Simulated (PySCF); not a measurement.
# Dipole moment and polarisability of `CCC#C/C=C/CC`

C₈H₁₂.
Structure used (GFN2-xTB), in Å, numbered top down from 1:
```
atom  x, y, z in Å
C1     3.7786    0.4298   -0.7443
C2     3.3557    0.0271    0.6689
C3     1.9231   -0.1732    0.7543
C4     0.7309   -0.3332    0.7932
C5    -0.6630   -0.5352    0.8565
C6    -1.4666   -0.4298   -0.1995
C7    -2.9448   -0.6355   -0.1580
C8    -3.6869    0.6381   -0.5650
H9     4.8558    0.5764   -0.7893
H10    3.5019   -0.3439   -1.4571
H11    3.2881    1.3556   -1.0367
H12    3.8597   -0.9010    0.9574
H13    3.6482    0.8050    1.3814
H14   -1.0578   -0.7960    1.8319
H15   -1.0526   -0.1617   -1.1631
H16   -3.2527   -0.9365    0.8457
H17   -3.2144   -1.4394   -0.8504
H18   -3.4558    1.4454    0.1267
H19   -3.3910    0.9470   -1.5653
H20   -4.7616    0.4719   -0.5582
```

Level: PBE0/def2-SVPD (PySCF), static field, nuclei fixed, core orbitals frozen in the response. The polarisability tensor in these axes (au):

```
x   156.84   4.39  10.69
y     4.39  73.91  -3.33
z    10.69  -3.33  84.39
```

Give the principal values, the mean and the anisotropy Δα = √{½[(α1 − α2)² + (α2 − α3)² + (α1 − α3)²]}.

Principal values 72.28, 84.30 and 158.56 au; mean 105.05 au = 15.57 Å³ = 17.32 × 10⁻⁴⁰ C²·m²/J; Δα = 80.95 au (77 % of the mean).

What is the dipole moment, and where does it point?

(-0.03, 0.09, -0.36) D, 0.37 D in size, pointing from the negative to the positive side. Measured along this direction, the outermost atoms are H14 at the negative end and H19 at the positive end.

How large is μ²/3kT at 400 K beside α?

In Gaussian units μ²/3kT = 0.82 Å³ against 15.57 Å³, a ratio of 0.05; the Debye molar polarisation (4π/3)N_A(α + μ²/3kT) is 41.3 cm³/mol, leaving out the vibrational part.

Refractivity n − 1 of an ideal gas of it at 500 K and 1 atm, from the electronic α?

N = p/kT = 1.4678 × 10¹⁹ cm⁻³, so n − 1 = 2π × N × 15.57 × 10⁻²⁴ cm³ = 1436 × 10⁻⁶ at long wavelengths, for an ideal gas.

Find the Langevin capture rate constant for O2+ (31.990 u) meeting this molecule (108.094 u), k = 2.342 × 10⁻⁹ cm³/s × √(α in Å³ / reduced mass in u).

The reduced mass is 24.68 u, so k = 1.86 × 10⁻⁹ cm³/s. The formula leaves out the permanent dipole, which adds to the capture rate.

Geometry: GFN2-xTB, one conformer, isolated molecule.

These values come from a run that also computed excited states. Hardware: Intel Xeon Platinum 8488C, one thread, no GPU (shared host). Cost: 56 s of wall time (grids of density and orbitals included), 0.99 GiB resident at most.
